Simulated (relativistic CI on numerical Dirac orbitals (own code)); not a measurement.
## One change at a time: W XXXVIII

Base calculation: Dirac-Coulomb-Breit CI, orbitals from a KLI potential per configuration, model QED (radiative potential, 1s self-energy scaled to tabulated hydrogen-like ionisation energies), unscaled Slater integrals.

CI space (outside the closed core [Ar] 3d10): 4s2 4p6 4d, 4s2 4p6 4f, 4s2 4p5 4d2, 4s 4p6 4d2, 4s2 4p5 4d 4f, 4s 4p6 4d 4f, 4s2 4p6 5s, 4s2 4p6 5p, 4s2 4p6 5d, 4s2 4p5 4d 5s, 4p6 4d2 4f, 4s2 4p6 5f, 4s2 4p5 4d 5p, 4s 4p6 4f 5s, 4s2 4p6 5g, 4s 4p6 4d 5s, 4s2 4p5 4d 5d, 4p6 4d3, 4p5 4d4, 4p5 4d3 4f, 4p6 4d 4f2, 4p6 4f3, 4p5 4d2 4f2, 4p5 4d 4f3, 4p6 4f2 5s, 4s 4p6 4f2, 4s 4p5 4f3, 4s 4p6 4f 5p, 4s 4p5 4f2 5p, 4p6 4f2 5p. Double excitations out of closed p, d and f shells are left out; levels of such configurations are missing from the list, as are those of other unlisted configurations, and high levels can miss mixing partners. These lack a partner that the ground configuration has and come out too high: 4s2 4p5 4d 5s, 4s2 4p5 4d 5p, 4s2 4p5 4d 5d, 4s2 4p6 5d, 4s2 4p6 5f.

Variants: (1) one mean potential for all configurations; (2) non-relativistic limit. Shifts of the energy above 4s2 4p6 4d 2D_3/2, in cm⁻¹, for the lowest level and the first level of each name with at least 55 % of one term (blank where a level changes its place among those of its configuration and J or its character, or is not in the variant):

```tsv
Level	Base	Δ(1)	Δ(2)
4s2 4p6 4d 2D_3/2	0	0	0
4s2 4p6 4d 2D_5/2	153918	0	-153918
4s2 4p5 4d2 4D°_1/2	1229881	-152	-102782
4s2 4p5 4d2 4G°_9/2	1386157	-157	-219051
4s2 4p5 4d2 2H°_11/2	1419724	-157	
4s2 4p5 4d2 2G°_9/2	1485984	-160	
4s2 4p5 4d2 4G°_11/2	1544347	-161	
4s2 4p5 4d2 2P°_1/2	1603575	-166	-369784
4s2 4p5 4d2 2P°_3/2	1695663	-165	
4s2 4p6 4f 2F°_7/2	1798889	-822	-127445
4s2 4p5 4d 4f 4G_5/2	2838658	-1145	-217477
4s2 4p5 4d 4f 4G_7/2	2883634	-1125	-262454
4s2 4p5 4d 4f 4D_1/2	2918332	-1145	-241130
```

At this charge energies of transitions that change n are usually good to better than 1 %, and those within a shell (Δn = 0) to a few per cent.

Ionisation energy from the two ground configurations alone: base 1617.82 eV. The NIST ASD value (semi-empirical) is 1621.7 eV.

LS names give the leading component of a level, which can be under half, so a name can repeat, a term be missing and a line seem to break the LS rules.
